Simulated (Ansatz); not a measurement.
Process, species as SMILES: O[Si](O)(Br)Br -> O[Si](Br)Br + [OH] (HO) (the O-Si bond at the site shown breaks; other sites are not compared here)
Structures are relaxed separately at B3LYP-D3(BJ)/def2-TZVP in Ansatz (a program for electronic structure), one conformer each, not searched for the lowest.

Quantity: bond dissociation energy (electronic energy difference), in kcal/mol. Valence correlation only, unless marked. Open shells are spin-unrestricted. No spin-orbit coupling. Frozen are the shells of the preceding noble gas and the d and f shells that filled before the atom's block. No relativistic terms. Basis-set limits of correlation are two-point, X^-3; Hartree-Fock from the larger set. The bracket is a focal-point correction in the basis named.

RI-MP2/CBS(def2-TZVPP,def2-QZVPP)+[CCSD(T)-MP2]/def2-TZVPP (Ansatz) gives 134.6 kcal/mol.

Task: Another calculation gave 132.7 kcal/mol. Which level was it?
A. B2PLYP/def2-TZVPD (Ansatz)
B. wB97M-V/def2-TZVPD (Ansatz)
C. BLYP/def2-TZVPD (Ansatz)
D. SVWN5/def2-TZVPD (Ansatz)

Result: B, wB97M-V/def2-TZVPD (Ansatz). The others give 119.7 (BLYP), 128.2 (B2PLYP), 146.7 (SVWN5) kcal/mol.
